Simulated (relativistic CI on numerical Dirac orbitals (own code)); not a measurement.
# Level scheme of Ir63+

Calculated at this level of theory: Dirac-Coulomb-Breit CI, orbitals from a KLI potential per configuration, model QED (radiative potential, 1s self-energy scaled to tabulated hydrogen-like ionisation energies), unscaled Slater integrals (own radial code, finite nucleus).

Configuration list (outside the closed core [Ne]): 3s²3p², 3s²3p3d, 3s3p³, 3s²3d², 3p⁴, 3s3p²3d, 3p²3d², 3s3p3d², 3p³3d, 3s²3d4s, 3s²3d4p, 3s3p3d4s, 3p³4s, 3s²3p4s, 3s3p3d4p, 3p³4p. Levels of other configurations are missing.

The lowest level is 3s²3p² ³P0, with 68 % of that term; Hund's rules for 3s²3p² give ³P with J = 0, in agreement.

```tsv
No.	Configuration	Term	J	E (eV)	%	Landé g	jj configuration (%)
1	3s²3p²	³P	0	0.00	68		3p1/2^2 (100)
2	3s²3p²	³P	1	422.73	100	1.487	3p1/2 3p3/2 (100)
3	3s²3p²	¹D	2	432.66	65	1.159	3p1/2 3p3/2 (99)
4	3s3p³(2P°)	³P°	2	602.99	47	1.515	3s 3p3/2 (97)
5	3s3p³(2D°)	³D°	1	632.05	27	1.045	3s 3p3/2 (81)
6	3s²3p3d	³F°	2	654.60	75	0.752	3p1/2 3d3/2 (99)
7	3s²3p3d	³D°	1	702.56	43	0.883	3p1/2 3d3/2 (81)
8	3s²3p3d	³P°	2	773.25	46	1.282	3p1/2 3d5/2 (97)
9	3s²3p3d	³F°	3	774.67	50	1.102	3p1/2 3d5/2 (99)
10	3s3p²(1S)<2S>3d	³D	1	839.74	45	0.445	3s 3p1/2^2 3d3/2 (99)
11	3s3p²(1S)<2S>3d	³D	2	847.51	30	1.122	3s 3p1/2^2 3d3/2 (97)
12	3s²3p²	³P	2	863.19	64	1.309	3p3/2^2 (98)
13	3s²3p²	¹S	0	884.69	67		3p3/2^2 (98)
14	3s3p²(1S)<2S>3d	³D	3	953.51	35	1.340	3s 3p1/2^2 3d5/2 (99)
15	3s3p²(3P)<4P>3d	³F	2	968.53	27	1.026	3s 3p1/2^2 3d5/2 (97)
16	3s3p³(2D°)	³D°	2	1015.89	49	1.526	3s 3p1/2 3p3/2^2 (95)
17	3s3p³(2D°)	³D°	3	1035.96	94	1.309	3s 3p1/2 3p3/2^2 (94)
18	3s3p³(2P°)	³P°	0	1047.73	85		3s 3p1/2 3p3/2^2 (85)
19	3s3p³(2D°)	¹D°	2	1063.41	54	1.083	3s 3p1/2 3p3/2^2 (70)
20	3s3p³(2P°)	³P°	1	1063.91	33	1.266	3s 3p1/2 3p3/2^2 (81)
21	3s3p³(4S°)	³S°	1	1076.58	31	1.336	3s 3p1/2 3p3/2^2 (97)
22	3s²3p3d	³F°	3	1117.31	45	1.078	3p3/2 3d3/2 (95)
23	3s²3p3d	³D°	2	1123.15	38	1.057	3p3/2 3d3/2 (68)
24	3s²3p3d	³P°	1	1123.33	45	1.117	3p3/2 3d3/2 (81)
25	3s²3p3d	³P°	0	1124.36	85		3p3/2 3d3/2 (85)
26	3s²3p3d	³F°	4	1188.97	99	1.236	3p3/2 3d5/2 (99)
27	3s²3p3d	³P°	2	1199.63	43	1.224	3p3/2 3d5/2 (97)
28	3s²3p3d	³D°	3	1223.69	62	1.201	3p3/2 3d5/2 (96)
29	3s3p²(3P)<4P>3d	⁵F	2	1231.40	26	1.154	3s 3p1/2 3p3/2 3d3/2 (71)
30	3s²3p3d	¹P°	1	1234.65	62	1.071	3p3/2 3d5/2 (97)
31	3s3p²(3P)<4P>3d	⁵D	0	1238.03	75		3s 3p1/2 3p3/2 3d3/2 (94)
32	3s3p²(3P)<4P>3d	⁵D	1	1240.98	51	1.126	3s 3p1/2 3p3/2 3d3/2 (99)
33	3s3p²(3P)<4P>3d	⁵F	3	1247.21	43	1.126	3s 3p1/2 3p3/2 3d3/2 (97)
34	3p⁴	³P	2	1253.51	32	1.195	3p3/2^2 (48)
35	3s3p²(1D)<2D>3d	³G	4	1265.72	31	1.153	3s 3p1/2 3p3/2 3d3/2 (96)
36	3p⁴	¹S	0	1267.29	45		3p3/2^2 (69)
37	3s3p²(3P)<2P>3d	³F	2	1280.32	57	0.906	3s 3p1/2 3p3/2 3d3/2 (86)
38	3s3p²(3P)<4P>3d	³D	3	1287.96	33	1.255	3s 3p1/2 3p3/2 3d3/2 (95)
39	3s3p²(1D)<2D>3d	³P	1	1292.94	28	1.663	3s 3p1/2 3p3/2 3d3/2 (97)
40	3s3p²(1D)<2D>3d	³D	2	1295.69	27	1.367	3s 3p1/2 3p3/2 3d3/2 (85)
41	3s3p²(1D)<2D>3d	³G	3	1297.85	44	0.949	3s 3p1/2 3p3/2 3d3/2 (98)
42	3s3p²(3P)<2P>3d	³D	1	1299.17	45	0.825	3s 3p1/2 3p3/2 3d3/2 (97)
43	3s3p²(1D)<2D>3d	³D	1	1326.66	46	0.958	3s 3p1/2 3p3/2 3d3/2 (94)
44	3s3p²(3P)<2P>3d	³F	2	1327.66	31	0.957	3s 3p1/2 3p3/2 3d3/2 (72)
45	3s3p²(1D)<2D>3d	³P	0	1330.54	53		3s 3p1/2 3p3/2 3d3/2 (54)
```

Energies count from the lowest computed level; ° marks odd parity. Percentages are summed over parent terms; the parents shown are those of the largest component, closed shells are left out there, and <> holds an intermediate term. Filled j subshells are mostly left out of the jj labels.

The mean weight of the leading LS term, summed over parents, in these 45 levels is 51 %, and that of the leading jj configuration (from the same eigenvectors) 90 %, so jj coupling describes them better and the LS labels are nominal.

At this charge energies of transitions that change n are usually good to better than 1 %, and those within a shell (Δn = 0) to a few per cent.

LS names give the leading component of a level, which can be under half, so a name can repeat, a term be missing and a line seem to break the LS rules.
